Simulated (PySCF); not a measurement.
C3H6BFO2.
Numbering: `[F:1][C@@H:2]1[CH2:3][CH2:4][O:5][BH:6][O:7]1` (hydrogens: H8 on C2; H9, H10 on C3; H11, H12 on C4; H13 on B6)

Computed by this run: PBE0-D3(BJ)/def2-SVP geometry optimisation, gas phase (PySCF); density fitting, grid level 1; the optimiser is geomeTRIC in internal coordinates, started from a GFN2-xTB structure with every atom displaced at random (about 0.01 Å).

Step 0: E = -10679.0747 eV
```
atom  x, y, z in Å  |  force x, y, z in eV/Å
F1     -0.1105    0.4624   -2.0068   -0.371   0.070   0.133
C2      0.7580    0.3561   -0.9479    0.759  -0.378  -0.721
C3      0.4454   -0.9487   -0.1973    1.222   1.672   0.404
C4     -0.8777   -0.7734    0.4578   -1.027  -1.539   1.405
O5     -0.9872    0.3980    1.2208    0.232   0.242  -0.057
B6     -0.2435    1.4703    0.8970    0.390  -0.330  -0.598
O7      0.6591    1.4788   -0.1527   -0.505  -0.272   0.345
H8      1.7635    0.3744   -1.4279   -0.189  -0.166   0.444
H9      1.2524   -1.0778    0.5644   -0.351  -0.116  -0.333
H10     0.4626   -1.7760   -0.8882   -0.018  -0.588  -0.403
H11    -1.0826   -1.6240    1.1805    0.133   0.601  -0.785
H12    -1.6834   -0.7740   -0.2778   -0.244  -0.055  -0.345
H13    -0.3477    2.4324    1.5472   -0.030   0.860   0.509
```

Step 1: E = -10679.0975 eV
```
atom  x, y, z in Å  |  force x, y, z in eV/Å
F1     -0.1546    0.3514   -2.0157   -0.162  -0.021  -0.217
C2      0.7258    0.3302   -0.9709    0.154   0.379  -0.252
C3      0.4692   -0.9054   -0.1585   -0.157  -0.226  -0.200
C4     -0.9253   -0.7698    0.4402    0.978   0.240  -0.252
O5     -0.9435    0.3614    1.2885   -0.111   0.026   0.102
B6     -0.2010    1.4418    0.9353   -0.662   0.172   0.034
O7      0.5210    1.4777   -0.2165    0.575  -0.076  -0.220
H8      1.7342    0.3917   -1.4165    0.010  -0.054   0.138
H9      1.2344   -0.9862    0.6371   -0.170  -0.067  -0.086
H10     0.5219   -1.8067   -0.7940    0.103   0.146   0.034
H11    -1.0787   -1.6723    1.0221   -0.656  -0.252   0.394
H12    -1.6705   -0.6652   -0.3780    0.104  -0.118   0.389
H13    -0.2242    2.4500    1.5958   -0.006  -0.150   0.136
```

Question: Estimate the geometry and energy of step 2. (The exact step hangs on the optimiser's Hessian estimate; all steps are aligned on step 1, rigid shifts and turns removed.)

Answer: E = -10679.1779 eV, largest force 0.352 eV/Å
```
atom  x, y, z in Å  |  force x, y, z in eV/Å
F1     -0.1170    0.3959   -2.0543    0.014  -0.047   0.059
C2      0.7445    0.3440   -0.9879   -0.181   0.118   0.073
C3      0.4657   -0.9119   -0.1878   -0.199   0.014   0.146
C4     -0.9036   -0.7853    0.4735    0.278  -0.043  -0.211
O5     -0.9523    0.3669    1.2885    0.094   0.117  -0.109
B6     -0.2472    1.4569    0.8998    0.127   0.029   0.264
O7      0.5515    1.4826   -0.2143    0.052  -0.154  -0.092
H8      1.7671    0.3827   -1.3984   -0.005  -0.016   0.036
H9      1.2333   -1.0105    0.5955    0.093  -0.049  -0.031
H10     0.5178   -1.7998   -0.8354   -0.012   0.040  -0.008
H11    -1.1245   -1.6666    1.0977   -0.033   0.103  -0.059
H12    -1.6726   -0.6916   -0.3086   -0.114  -0.152  -0.015
H13    -0.2539    2.4355    1.6006   -0.117   0.040  -0.053
```

The energy changes by -0.0804 eV. The first-order estimate −F·Δx gives -0.1798 eV and the mean of the old and new forces, exact on a quadratic surface, -0.0810 eV. The step makes an angle of 57° with the force vector and moves no atom by more than 0.089 Å.

The cost below is that of the whole optimisation. The run took 46 s wall on Arm Neoverse V2, one thread, shared host, and the process peaked at 0.56 GiB of memory.
